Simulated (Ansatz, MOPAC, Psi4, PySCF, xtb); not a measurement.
Complex: PH3 (SMILES P) (first 4 atoms) with Si2H6 (SMILES [SiH3][SiH3]); geometry from B3LYP-D3(BJ)/def2-TZVP, rigid monomers moved along the line of their centres of mass till H4···Si5 is 3.10 Å.
(charge 0, multiplicity 1):
```xyz
12

P     -0.36015     0.22824    -0.07538
H      0.78130    -0.17925     0.66057
H      0.36734     1.17819    -0.83875
H     -0.74947     1.18356     0.89775
Si     0.65650     0.84777     3.63560
Si    -0.82882    -0.96557     3.57367
H      0.00269     2.07265     3.11556
H      1.85781     0.56499     2.81430
H      1.08585     1.09697     5.03377
H     -2.01360    -0.68096     4.41932
H     -0.16178    -2.18719     4.08607
H     -1.28941    -1.22524     2.18856
```

```tsv
level	interaction energy (meV)	cost
GFN-FF	-48.8	-
AM1	124.8	-
PM6	-122.3	-
PM7	1280.6	-
HF/6-31G*	192.9	-
HF/6-31G* (no counterpoise)	173.3	-
PBE/def2-TZVPPD	45.5	×1
r2SCAN-D4/def2-TZVPPD	-14.2	×2
B3LYP/6-31G*	135.6	-
B3LYP/6-31G* (no counterpoise)	105.9	-
B3LYP/6-311+G** (no counterpoise)	126.0	-
B3LYP/LANL2DZ (no counterpoise)	127.0	-
M06-2X/6-31G* (no counterpoise)	-55.5	-
wB97M-V/def2-TZVPPD	-28.4	×4
MP2/6-31G*	118.8	-
MP2/6-31G* (no counterpoise)	47.1	-
MP2/aug-cc-pV(D+d)Z	11.1	-
CCSD/aug-cc-pV(D+d)Z	40.5	-
CCSD(T)/aug-cc-pV(D+d)Z	17.7	×9
SAPT0/jun-cc-pV(D+d)Z	39.3	-
```

The rows run from -122.3 (PM6) to 1280.6 meV (PM7). In aug-cc-pV(D+d)Z the value moves MP2 11.1, CCSD 40.5, CCSD(T) 17.7, a shift of 6.6 from MP2 to CCSD(T).

Interaction energies are E(AB) − E(A) − E(B) at the monomers' geometry in the complex; basis-set methods are counterpoise corrected. Rows marked so take none.

Cores are frozen in the correlated methods. Rows in 6-311+G**, 6-31G*, LANL2DZ carry no dispersion term and start afresh at each structure (6-31G* with six Cartesian d functions). MP2/6-31G* freezes PySCF's default core. LANL2DZ brings its own core potentials from Na on. The state reached by AM1, PM6, PM7 isn't checked; PM7 holds dispersion and hydrogen-bond terms.

Programs: Ansatz (Gaussian orbitals); MOPAC for AM1, PM6, PM7 (differences of heats of formation); Psi4 for SAPT; PySCF for 6-311+G** rows, 6-31G* rows, LANL2DZ rows, the dispersion terms; xtb for the GFN methods. Values without a source in brackets are computed.

Costs are rough ratios of core time to PBE/def2-TZVPPD (about 21 s over the structures, on one shared machine); a dash marks a level with no comparable run of its own.

Ansatz is a program for electronic structure.
